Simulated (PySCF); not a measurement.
Spin-rotation constants: `InChI=1S/C3H2OS2Se/c4-2-1-7-3(5)6-2/h1,4H`

Molfile (atoms numbered from 1):
```
C3H2OS2Se
     RDKit          3D

  9  9  0  0  0  0  0  0  0  0999 V2000
   -2.0680   -0.7526    0.0054 O   0  0  0  0  0  0  0  0  0  0  0  0
   -0.8373   -0.2165    0.0031 C   0  0  0  0  0  0  0  0  0  0  0  0
   -0.6053    1.1041    0.0485 C   0  0  0  0  0  0  0  0  0  0  0  0
    1.1772    1.6768    0.0402 Se  0  0  0  0  0  2  0  0  0  0  0  0
    1.8258   -0.1034   -0.0366 C   0  0  0  0  0  0  0  0  0  0  0  0
    3.4023   -0.5116   -0.0764 S   0  0  0  0  0  0  0  0  0  0  0  0
    0.5496   -1.3046   -0.0612 S   0  0  0  0  0  0  0  0  0  0  0  0
   -2.0325   -1.7161   -0.0355 H   0  0  0  0  0  0  0  0  0  0  0  0
   -1.3982    1.8300    0.0874 H   0  0  0  0  0  0  0  0  0  0  0  0
  1  2  1  0
  2  3  2  0
  3  4  1  0
  4  5  1  0
  5  6  2  0
  5  7  1  0
  7  2  1  0
  1  8  1  0
  3  9  1  0
M  END
```

Method: GIAO B3LYP/pcSseg-1 magnetisability, rotational g tensor and spin-rotation constants, non-relativistic, gas phase in PySCF. Geometry: GFN2-xTB.

The calculation is non-relativistic, which matters for the atoms heavier than Zn.

Task: Give the nuclear spin-rotation constants along the inertial axes (H = +C I·J) beside the isotropic shieldings.

Result: Rotational constants 1.7632, 1.1405, 0.6926 GHz. A star marks the isotopologue with that one atom substituted, in its own axes.
```csv
atom,isotope,Caa (kHz),Cbb (kHz),Ccc (kHz),mean (kHz),σ (ppm)
H8,1H,-0.188,0.041,-0.093,-0.080,27.5
H9,1H,-0.039,0.014,-0.088,-0.038,26.1
O1,17O*,-0.254,-0.244,-0.076,-0.191,204.0
C2,13C*,0.826,0.391,0.181,0.466,25.3
C3,13C*,0.700,0.298,0.139,0.379,73.7
Se4,77Se*,6.422,2.434,1.541,3.466,732.6
C5,13C*,0.962,0.707,0.189,0.619,-53.6
S6,33S*,1.553,0.693,0.125,0.790,-147.5
S7,33S*,0.677,0.617,0.245,0.513,135.0
```
For the geometry as given, no vibrational averaging.

Task: How do the rotational constants and the g tensor change when H8, H9 are replaced by deuterium?

Result: Constants 1.7283, 1.1029, 0.6733 GHz; g -0.0374, -0.0261, -0.0105, against -0.0381, -0.0270, -0.0108 before.
